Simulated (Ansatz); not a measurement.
Reaction (ligand exchange at the Si–O bond): `N[SiH2]O[SiH](N)F` + NH₃ → `N[SiH2]N` + `N[SiH](O)F`

Gas-phase electronic energies from Ansatz, PBE0-D4/def2-TZVP geometries. CBS: MP2 limit from def2 TZ/QZ plus the TZ coupled-cluster correction, frozen cores. This one scheme is used for every species. DFT in def2-TZVPP. B3LYP here is the variant with VWN-RPA as its local correlation; programs differ in this. One conformer a species, not always the lowest.

```csv
level,ΔE (kcal/mol),difference from CCSD(T)/CBS
r2SCAN-D4,15.5,-0.5
B3LYP-D4,16.7,0.7
PBE,13.2,-2.8
r2SCAN,15.0,-1.0
B3LYP,14.6,-1.4
HF/def2-TZVPP,16.3,0.3
MP2/def2-TZVPP,15.8,-0.2
HF/CBS(def2),16.6,0.6
MP2/CBS(def2),15.7,-0.3
CCSD/CBS(def2),15.9,-0.1
CCSD(T)/CBS,16.0,0
```

Largest T1 diagnostic among the species: 0.011.

The D4 term adds +2.1 kcal/mol with B3LYP and +1.3 kcal/mol with PBE0; it sums over pairs of atoms, weighted by their polarisabilities, and B3LYP, whose exchange is more repulsive, gets the larger term.
